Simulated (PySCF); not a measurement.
# A small calculation by hand: entropy of an ideal gas

Sn(H)3(SH) (H4SSn), SMILES [SnH3][SH].

The structure is a stationary point at B3LYP-D3(BJ)/def2-TZVP. The def2 effective core potentials stand for the cores of Sn; spin–orbit coupling is left out.

B3LYP-D3(BJ)/def2-TZVP (PySCF) gives the harmonic wavenumbers 115, 343, 425, 462, 685, 707, 711, 731, 1922, 1923, 1948, 2672 cm⁻¹ and the rotational temperatures 2.4902, 0.1513, 0.1496 K. The molar mass is 154.80 g/mol, the symmetry number 1, the spin multiplicity 1.

### Question
Work out the entropy at 298.15 K and 1 atm in the rigid-rotor, harmonic-oscillator model.

### Answer

Translation (Sackur–Tetrode at 1 atm): S = R[1.5 ln M + 2.5 ln T − 1.16487] = 171.6 J/(mol K).
Rotation: q = (√π/σ) T^1.5/√(θA θB θC) = 38400, S = R[ln q + 3/2] = 100.2 J/(mol K).
Vibration: with u = 1.4388 ν/T, each mode gives R[u/(e^u − 1) − ln(1 − e^−u)]:
| ν (cm⁻¹) | modes | u | S (J/(mol K)) |
|---|---|---|---|
| 115 | 1 | 0.55 | 13.32 |
| 343 | 1 | 1.66 | 5.01 |
| 425 | 1 | 2.05 | 3.66 |
| 462 | 1 | 2.23 | 3.18 |
| 685 | 1 | 3.31 | 1.36 |
| 707 | 1 | 3.41 | 1.25 |
| 711 | 1 | 3.43 | 1.23 |
| 731 | 1 | 3.53 | 1.14 |
| 1922 | 1 | 9.27 | 0.01 |
| 1923 | 1 | 9.28 | 0.01 |
| 1948 | 1 | 9.40 | 0.01 |
The stiffer modes add less than 0.005 each. Sum 30.2 J/(mol K).
Spin: R ln 1 = 0.0 J/(mol K).
Total 302.0 J/(mol K); the program's own thermochemistry gives 302.1. Translation makes up 57 % and vibration 10 %. Anharmonicity, hindered rotation and orbital degeneracy are left out.
